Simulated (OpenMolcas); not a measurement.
## Levels of Co5+ by method

```json
{
 "Program": "OpenMolcas",
 "Basis": "ANO-RCC-VTZP [6s5p3d2f1g]",
 "Scalar Hamiltonian": "DKH2, point nucleus",
 "Active space": "4 electrons in 10 orbitals (3d 4d)",
 "State averaging": "2S+1 = 5 even, 5 roots; 2S+1 = 3 even, 45 roots; 2S+1 = 1 even, 44 roots",
 "Spin-orbit coupling": "state interaction with AMFI integrals over the reference wave functions, term energies averaged over their components"
}
```

Methods on the same reference wave functions:
A. CASSCF
B. SS-CASPT2, IPEA 0.25 Eh, imaginary shift 0.1 Eh (closed shells correlated: 3s 3p)
C. MS-CASPT2, IPEA 0.25 Eh, imaginary shift 0.1 Eh (closed shells correlated: 3s 3p)

Energies in cm-1 above 3d4 5D0, the measured ground level; measured values from Sugar and Corliss, J. Phys. Chem. Ref. Data 10, 1097 (1981).

```json
{"Level": "3d4 5D0", "A": "0.0", "B": "0.0", "C": "0.0", "Measured": "0.0"}
{"Level": "3d4 5D1", "A": "218", "B": "222", "C": "222", "Measured": "204"}
{"Level": "3d4 5D2", "A": "639", "B": "646", "C": "646", "Measured": "589"}
{"Level": "3d4 5D3", "A": "1238", "B": "1246", "C": "1246", "Measured": "1125"}
{"Level": "3d4 5D4", "A": "1989", "B": "1995", "C": "1996", "Measured": "1782"}
{"Level": "3d4 3H4", "A": "30361", "B": "29710", "C": "29710", "Measured": "28377"}
{"Level": "3d4 3H5", "A": "30843", "B": "30220", "C": "30220", "Measured": "28806"}
{"Level": "3d4 3H6", "A": "31364", "B": "30770", "C": "30770", "Measured": "29234"}
{"Level": "3d4 3P0(1)", "A": "32108", "B": "28580", "C": "28570", "Measured": "27166"}
{"Level": "3d4 3P1(1)", "A": "33389", "B": "29900", "C": "29900", "Measured": "28462"}
{"Level": "3d4 3F2(1)", "A": "35066", "B": "32120", "C": "32120", "Measured": "30555"}
{"Level": "3d4 3F3(1)", "A": "35142", "B": "32220", "C": "32220", "Measured": "30635"}
{"Level": "3d4 3F4(1)", "A": "35377", "B": "32470", "C": "32460", "Measured": "30817"}
{"Level": "3d4 3P2(1)", "A": "35577", "B": "32070", "C": "32070", "Measured": "30506"}
{"Level": "3d4 3G3", "A": "38357", "B": "35690", "C": "35690", "Measured": "34026"}
{"Level": "3d4 3G4", "A": "38901", "B": "36250", "C": "36250", "Measured": "34475"}
{"Level": "3d4 3G5", "A": "39299", "B": "36690", "C": "36690", "Measured": "34855"}
{"Level": "3d4 1I6", "A": "46091", "B": "45240", "C": "45240", "Measured": "42800"}
{"Level": "3d4 1G4(1)", "A": "48676", "B": "44690", "C": "44690", "Measured": "41926"}
{"Level": "3d4 3D3", "A": "49524", "B": "43830", "C": "43830", "Measured": "41676"}
{"Level": "3d4 3D2", "A": "49683", "B": "44010", "C": "44010", "Measured": "41856"}
{"Level": "3d4 3D1", "A": "49885", "B": "44190", "C": "44190", "Measured": "42098"}
{"Level": "3d4 1S0", "A": "56439", "B": "48230", "C": "48230", "Measured": "45372"}
{"Level": "3d4 1D2", "A": "60123", "B": "55940", "C": "55950", "Measured": "52740"}
```

Deviations, from unrounded energies. A percentage is the sum of absolute deviations over the sum of measured energies, with the sign that they share, or ± where signs differ.

```csv
Against measurement,Levels,A,B,C
mean absolute deviation (cm-1),23,4400,1600,1600
fine structure of the ground term (%),4,+10.4,+11.1,+11.1
other terms of the ground configuration (%),19,+14.8,+5.4,+5.4
```

B, C lie about equally close to measurement and A furthest from it. The largest miss of C in the table is 3d4 1D2, by +3200 cm-1. The ranking rests on the paired levels alone, and a cruder setting can come out closer through cancelling errors.

Between B and C the level of the table that moves most is 3d4 3F2(1), by 6.9 cm-1 (lowest in B, highest in C). Moves below CASPT2's spread within the term are not significant.

The two smallest mean deviations differ by little beside CASPT2's spread within terms, so their order carries little weight.

From A to B the spin-free energies of the other terms of 3d4 shown, above 5D, scale by factors of 0.85 to 0.98.

The lowest spin-free term lies below A's lowest term by 0.294 hartree in B, 0.294 hartree in C.

Term energies are means over components that CASPT2 splits; among the terms shown or strongly mixed into the levels shown the widest spread is 780 cm-1 (3d4 1I, C). Active for correlation alone: 4d; no level in the range computed is led by a configuration that fills it, so any true level of that kind is missing. Without dynamic correlation excited terms often stand tens of per cent too high (terms of higher spin than the ground term too low), and those without a measured partner can miss by more than the paired ones (holds for A). Measured partners are found by configuration, term and J. A level has none where our copy of the source lacks it or the pairing is in doubt (some pairs that miss far off the trend of their configuration count as doubtful), and it then counts in no deviation. Levels of configurations outside the active space are missing. Levels that lie high or do not pair safely by name in every column are left out.

A number in round brackets counts repeated terms of one configuration in the order of the reference energies.
